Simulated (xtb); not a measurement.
xtb input (GFN1-xTB):

```bash
xtb mol.xyz --gfn 1 --sp --chrg 0 --uhf 0
```
mol.xyz:
```
2

Lu    -0.00000000    -0.00000000    -0.21590825
F      0.00000000     0.00000000     1.70327618
```

End of the output:

```
         :::::::::::::::::::::::::::::::::::::::::::::::::::::
         ::                     SUMMARY                     ::
         :::::::::::::::::::::::::::::::::::::::::::::::::::::
         :: total energy              -5.904705432696 Eh    ::
         :: gradient norm              0.005195909868 Eh/a0 ::
         :: HOMO-LUMO gap              1.077818436578 eV    ::
         ::.................................................::
         :: SCC energy                -5.908188644500 Eh    ::
         :: -> electrostatic           0.086116864227 Eh    ::
         :: repulsion energy           0.003686834629 Eh    ::
         :: dispersion energy         -0.000203622825 Eh    ::
         :: halogen bond corr.         0.000000000000 Eh    ::
         :: add. restraining           0.000000000000 Eh    ::
         :: total charge              -0.000000000125 e     ::
         :::::::::::::::::::::::::::::::::::::::::::::::::::::

           -------------------------------------------------
          |                Property Printout                |
           -------------------------------------------------

    * Orbital Energies and Occupations

         #    Occupation            Energy/Eh            Energy/eV
      -------------------------------------------------------------
         1        2.0000           -0.6917382             -18.8232
         2        2.0000           -0.3980870             -10.8325
         3        2.0000           -0.3904841             -10.6256
         4        2.0000           -0.3904841             -10.6256
         5        2.0000           -0.2197307              -5.9792 (HOMO)
         6                         -0.1801216              -4.9014 (LUMO)
         7                         -0.1801216              -4.9014
         8                         -0.1783943              -4.8544
         9                         -0.1783943              -4.8544
        10                         -0.1592555              -4.3336
        11                         -0.0328458              -0.8938
        12                         -0.0328458              -0.8938
        13                          0.1753607               4.7718
      -------------------------------------------------------------
                  HL-Gap            0.0396091 Eh            1.0778 eV
             Fermi-level           -0.2003269 Eh           -5.4512 eV

  Mulliken/CM5 charges         n(s)   n(p)   n(d)
     1Lu    0.60404  0.78220   1.612  0.413  0.371
     2F    -0.60404 -0.78220   1.779  5.825  0.000

Wiberg/Mayer (AO) data.
Note: The following floating-point exceptions are signalling: IEEE_DENORMAL
normal termination of xtb
largest (>0.10) Wiberg bond orders for each atom

 ---------------------------------------------------------------------------
     #   Z sym  total        # sym  WBO       # sym  WBO       # sym  WBO
 ---------------------------------------------------------------------------
     1  71 Lu   0.728 --     2 F    0.728
     2   9 F    0.728 --     1 Lu   0.728
 ---------------------------------------------------------------------------

Topologies differ in total number of bonds
Writing topology from bond orders to xtbtopo.mol

 dipole moment from electron density (au)
     X       Y       Z
  -0.0000  -0.0000  -1.5145  total (Debye):    3.850

           -------------------------------------------------
          | TOTAL ENERGY               -5.904705432696 Eh   |
          | GRADIENT NORM               0.005195909868 Eh/α |
          | HOMO-LUMO GAP               1.077818436578 eV   |
           -------------------------------------------------

------------------------------------------------------------------------
------------------------------------------------------------------------
 total:
 SCF:
```
